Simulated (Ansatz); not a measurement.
Reaction R1 → P1 + P2, each structure at its B3LYP-D3(BJ)/def2-TZVP stationary point, reached from a drawn start (curvature not checked).
R1, H6Mo (SMILES [MoH6]) (charge 0, multiplicity 1):
```xyz
7

Mo     0.00064    -0.00107     0.42801
H      1.65862    -0.00642     0.74848
H     -0.82407     1.43580     0.75553
H     -0.83167    -1.43542     0.74777
H      0.96747    -0.00022    -0.89455
H     -0.48343     0.84217    -0.89050
H     -0.48767    -0.83494    -0.89484
```
P1, H5Mo (SMILES [MoH5]) (charge 0, multiplicity 2):
| atom | x (Å) | y (Å) | z (Å) |
|---|---|---|---|
| Mo | -0.2637 | -0.0014 | 0.0009 |
| H | 0.5838 | 0.0078 | 1.4418 |
| H | 0.5664 | -0.0016 | -1.4501 |
| H | 1.3852 | 0.0080 | -0.0086 |
| H | -1.1443 | 1.4550 | 0.0032 |
| H | -1.1275 | -1.4678 | 0.0128 |
P2: H atom, charge 0, multiplicity 2.

P less R. No zero-point or thermal terms; singlets are restricted closed shells; open shells are unrestricted; no spin–orbit coupling. The spin states of the d-block species are the ones drawn and need not be the lowest.

Frozen-core correlation throughout.

Programs: Ansatz (a first-principles code) with Gaussian orbitals. All values are computed, each at the level named. Elements past Kr take the def2 small-core potentials, without spin–orbit coupling.

Total energies in hartree:

```
structure  PBE/def2-TZVPP  PBE0/def2-TZVPP  CCSD(T)/def2-QZVPP
---------  --------------  ---------------  ------------------
R1             -71.710817       -71.663589          -71.225385
P1             -71.101632       -71.058708          -70.617997
P2              -0.499616        -0.501036           -0.499983
```

Task: Work out the reaction energy at each level in eV (1 hartree = 27.21139 eV), and say how far PBE/def2-TZVPP lies from CCSD(T)/def2-QZVPP.

Result: 
- PBE/def2-TZVPP: (-71.101632) + (-0.499616) − (-71.710817) = 0.109569 hartree = 2.982 eV
- PBE0/def2-TZVPP: (-71.058708) + (-0.501036) − (-71.663589) = 0.103845 hartree = 2.826 eV
- CCSD(T)/def2-QZVPP: (-70.617997) + (-0.499983) − (-71.225385) = 0.107405 hartree = 2.923 eV
PBE/def2-TZVPP less CCSD(T)/def2-QZVPP: 0.059 eV. CCSD(T)/def2-QZVPP is the level counted from, the highest shown, and no exact or measured value.
